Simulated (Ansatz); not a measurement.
`FC(F)=CC(F)F`, charge 0, multiplicity 1.

Question: Give a relaxed structure at PBE0-D4/def2-TZVP (Ansatz 0.2.0). (An estimate is asked.)

Answer: The calculation gave: 
```xyz
9

F    -1.3939   -0.0208    2.1458
C    -0.4183   -0.1750    1.2828
F     0.5944   -0.7581    1.8584
C    -0.4999    0.2294    0.0288
C     0.5523    0.1023   -1.0129
F     0.0803   -0.6513   -2.0463
F     1.6697   -0.4986   -0.5505
H    -1.4256    0.6998   -0.2728
H     0.8410    1.0723   -1.4333
```
This is one stationary point; other conformers may exist.
